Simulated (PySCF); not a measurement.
LDA on Te (tellurium, neutral), [Kr] 4d10 5s1 5p4 5d1, one real determinant (an excited configuration). Calculation: PySCF 2.14, in aug-cc-pVDZ-PP with ECP28MDF (5s4p3d, 32 functions); a scalar-relativistic core potential.

```
cycle= 1 E= -266.94651410223  delta_E= -0.011  |g|= 0.0244  |ddm|= 0.617
cycle= 2 E= -266.946773463076  delta_E= -0.000259  |g|= 0.00467  |ddm|= 0.0973
cycle= 3 E= -266.94678725447  delta_E= -1.38e-05  |g|= 0.000793  |ddm|= 0.0252
cycle= 4 E= -266.946787668289  delta_E= -4.14e-07  |g|= 9.28e-05  |ddm|= 0.00441
cycle= 5 E= -266.946787674148  delta_E= -5.86e-09  |g|= 4.94e-07  |ddm|= 0.000515
cycle= 6 E= -266.946787674148  delta_E= -2.27e-13  |g|= 2.33e-08  |ddm|= 3.39e-06
converged SCF energy = -266.946787674148  <S^2> = 6.0017373  2S+1 = 5.0006949
```

Highest occupied orbital energy: 0.884 eV; ⟨L²⟩ = 8.00; populations by l: s 3.00, p 10.00, d 11.00.

(1) Can this result be used?

Results:

(1) Not for this state. Self-consistency was reached. ⟨L²⟩ = 8.00 against 12 for a pure F term, so this real determinant mixes terms. Energies and moments cover only the electrons outside the core potential. The outer electron is Rydberg-like, and this basis confines it to a smaller radius and binds it less than a complete one would. At LDA the highest occupied level has a positive energy, so only the finite basis holds that electron; for this excited configuration the basis is too tight for the outer shell.
